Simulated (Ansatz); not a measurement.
C2H6Cl2FHfN, SMILES `C[N](C)[Hf]([F])([Cl])[Cl]`. Total charge 0; spin multiplicity 1. Hf: def2 effective core potential.

```
atom   x (Å)   y (Å)   z (Å)
  C1  -0.966  -0.488  -0.954
  N2   0.150  -0.045  -0.144
  C3   1.431  -0.190  -0.792
 Hf4  -0.305   0.658   1.659
  F5   1.340   1.151   2.464
 Cl6  -1.751   2.496   1.358
 Cl7  -1.404  -1.067   2.833
  H8  -1.036   0.087  -1.886
  H9  -0.878  -1.552  -1.206
 H10  -1.917  -0.359  -0.423
 H11   1.629  -1.240  -1.046
 H12   1.472   0.392  -1.722
 H13   2.235   0.157  -0.141
```

(1) List the harmonic frequencies (cm⁻¹, unscaled) at PBE0-D4/def2-TZVP in Ansatz. (An estimate is asked.)

(2) Is this a minimum?

(3) Give the ideal-gas thermochemistry at 298.15 K and 1 bar (rigid rotor, harmonic oscillator; point group Cs, symmetry number 1).

(4) And at 400, 500, 600, 800 and 1000 K?

Answers

(1) The calculation gave: 46, 77, 79, 94, 117, 139, 159, 211, 235, 281, 302, 368, 377, 557, 647, 989, 1089, 1097, 1155, 1205, 1303, 1442, 1457, 1469, 1478, 1493, 1514, 2996, 3002, 3051, 3063, 3071, 3120.

(2) Yes, all 33 modes are real.

(3) Zero-point energy 225.4 kJ/mol; H(298) − E = 256.9 kJ/mol; entropy 454.5 J/(mol·K), of which translation 180.5, rotation 126.7, vibration 147.3; G(298) − E = 121.4 kJ/mol. Modes under 100 cm⁻¹ are hindered rotations or soft bends, so the harmonic entropy is rough.

(4) 
```
T (K)  H − E (kJ/mol)  S (J/mol/K)  G − E (kJ/mol)
  400           273.1        501.2            72.6
  500           290.9        540.9            20.5
  600           310.4        576.3           -35.4
  800           353.2        637.7          -157.0
 1000           400.2        690.0          -289.9
```
